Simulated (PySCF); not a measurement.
Parent: `[O:1]=[CH:2][SiH3:3]`, CH4OSi.

Theory: PySCF 2.14.0, PBE0-D3(BJ)/def2-SVP geometry optimisation, gas phase. One conformer each, not checked by frequencies here.

| coordinate of the parent | value |
| --- | --- |
| O1=C2 | 1.205 Å |
| C2–Si3 | 1.937 Å |
| O1–C2–Si3 | 120.1° |

Problem. How does the shared frame change in `[NH2:1][C:2](=[O:3])[SiH2:4][CH:5]=[O:6]` with H–N1–C2–O3 1° and 178°, N1–C2–Si4–C5 8°, C2–Si4–C5–O6 -9°, C2H5NO2Si? Atoms pair as O1 = O6, C2 = C5, Si3 = Si4 (parent first).

Solution. 
| parent | relative | value in the relative | change |
| --- | --- | --- | --- |
| O1=C2 | O6=C5 | 1.212 Å | +0.007 |
| C2–Si3 | C5–Si4 | 1.939 Å | +0.002 |
| O1–C2–Si3 | O6–C5–Si4 | 121.5° | +1.4 |

Of the parent's bonds, O1–C2 changes most (+0.007 Å). Bonds of the relative outside the shared frame: N1–C2 1.350, C2=O3 1.217, C2–Si4 1.926 Å.

Problem. How does the shared frame change in `[N:1]#[C:2][SiH2:3][CH:4]=[O:5]` with C2–Si3–C4–O5 -178°, C2H3NOSi? Atoms pair as O1 = O5, C2 = C4, Si3 = Si3 (parent first).

Solution. 
| parent | relative | value in the relative | change |
| --- | --- | --- | --- |
| O1=C2 | O5=C4 | 1.203 Å | -0.002 |
| C2–Si3 | C4–Si3 | 1.934 Å | -0.003 |
| O1–C2–Si3 | O5–C4–Si3 | 118.4° | -1.7 |

No shared bond changes by more than 0.004 Å. Bonds of the relative outside the shared frame: N1≡C2 1.160, C2–Si3 1.857 Å.

Problem. How does the shared frame change in `[O:1]=[CH:2][SiH2:3][C:4]([Cl:5])([Cl:6])[Cl:7]` with O1–C2–Si3–C4 180°, C2H3Cl3OSi? Atoms pair as O1 = O1, C2 = C2, Si3 = Si3 (parent first).

Solution. 
```tsv
parent	relative	value in the relative	change
O1=C2	O1=C2	1.205 Å	0.000
C2–Si3	C2–Si3	1.931 Å	-0.006
O1–C2–Si3	O1–C2–Si3	119.1°	-1.0
```

Of the parent's bonds, C2–Si3 changes most (-0.006 Å). Bonds of the relative outside the shared frame: Si3–C4 1.915, C4–Cl5 1.785, C4–Cl6 1.785, C4–Cl7 1.775 Å.
